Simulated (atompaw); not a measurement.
# Reading a pseudo-wave (Ru)

Columns: radius, all-electron u(r) and pseudo u(r) of the 5p shell (level -0.91 eV) of ruthenium in the configuration [Ar] 3d10 4s2 4p6 4d7 5s1 5p0; PBE, scalar-relativistic, PAW (atompaw) scheme, atompaw 4.2.0.5.

```
r (bohr)  all-electron   pseudo
   0.079       -0.0631  -0.0014
   0.158        0.0091  -0.0053
   0.237        0.0826  -0.0116
   0.315        0.0950  -0.0197
   0.394        0.0597  -0.0293
   0.473        0.0030  -0.0395
   0.552       -0.0553  -0.0496
   0.631       -0.1038  -0.0588
   0.710       -0.1381  -0.0663
   0.788       -0.1570  -0.0714
   0.867       -0.1625  -0.0734
   0.946       -0.1561  -0.0718
   1.025       -0.1406  -0.0663
   1.104       -0.1182  -0.0567
   1.183       -0.0909  -0.0430
   1.262       -0.0606  -0.0254
   1.340       -0.0290  -0.0046
   1.419        0.0037   0.0194
   1.498        0.0364   0.0456
   1.577        0.0684   0.0733
   1.656        0.0995   0.1017
   1.735        0.1293   0.1301
   1.813        0.1573   0.1575
   1.892        0.1841   0.1841
   1.971        0.2093   0.2093
   2.050        0.2330   0.2330
```

**Question.** How many radial nodes do the two functions have?

**Answer.** The all-electron 5p function has n − l − 1 = 3; the pseudo-wave has 1, since 1 lower shell of the same l stays in the valence.

**Question.** Is the pseudo-wave norm-conserving?

**Answer.** No, it belongs to a PAW set: the norm inside the radius is not constrained, and the difference is carried by the augmentation charge.
